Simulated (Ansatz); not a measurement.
C$_{3}$H$_{10}$GaN, SMILES `CC[N](C)[GaH2]` at its PBE0-D4/def2-TZVP geometry, where that method's forces vanish. Total charge 0; spin multiplicity 1.

```tsv
atom	x (Å)	y (Å)	z (Å)
C1	-1.872	0.385	0.346
C2	-0.815	-0.609	-0.076
N3	0.531	-0.087	-0.092
C4	1.484	-1.091	-0.501
Ga5	1.091	1.599	0.327
H6	-1.903	1.247	-0.325
H7	-1.693	0.756	1.358
H8	-2.856	-0.090	0.330
H9	-1.064	-0.996	-1.078
H10	-0.856	-1.484	0.594
H11	2.497	-0.683	-0.509
H12	1.474	-1.957	0.177
H13	1.264	-1.468	-1.510
H14	0.079	2.696	0.771
H15	2.638	1.782	0.188
```

(1) For each bond, give half the difference of the two atoms' forces along it (eV/Å; positive pushes the atoms apart) under PBE-D4, r2SCAN-D4, B3LYP-D4, ωB97M-V in def2-TZVPP. (Estimate.)

Results:

(1) Computed: 
| bond | length (Å) | PBE-D4 | r2SCAN-D4 | B3LYP-D4 | ωB97M-V |
| --- | --- | --- | --- | --- | --- |
| C1–C2 | 1.511 | -0.04 | 0.06 | 0.15 | 0.17 |
| C1–H6 | 1.093 | 0.10 | -0.03 | -0.07 | -0.08 |
| C1–H7 | 1.093 | 0.10 | -0.03 | -0.07 | -0.08 |
| C1–H8 | 1.092 | 0.09 | -0.04 | -0.08 | -0.07 |
| C2–N3 | 1.444 | 0.06 | 0.16 | 0.12 | 0.18 |
| C2–H9 | 1.102 | 0.12 | -0.05 | -0.10 | -0.15 |
| C2–H10 | 1.102 | 0.12 | -0.05 | -0.11 | -0.15 |
| N3–C4 | 1.443 | 0.07 | 0.20 | 0.17 | 0.26 |
| N3–Ga5 | 1.825 | 0.18 | -0.03 | 0.13 | -0.09 |
| C4–H11 | 1.092 | 0.06 | -0.08 | -0.12 | -0.09 |
| C4–H12 | 1.100 | 0.10 | -0.04 | -0.07 | -0.11 |
| C4–H13 | 1.100 | 0.10 | -0.04 | -0.07 | -0.11 |
| Ga5–H14 | 1.558 | -0.07 | -0.11 | -0.09 | -0.09 |
| Ga5–H15 | 1.564 | -0.03 | -0.10 | -0.08 | -0.09 |

B3LYP here is the variant with VWN-RPA as its local correlation; programs differ in this.
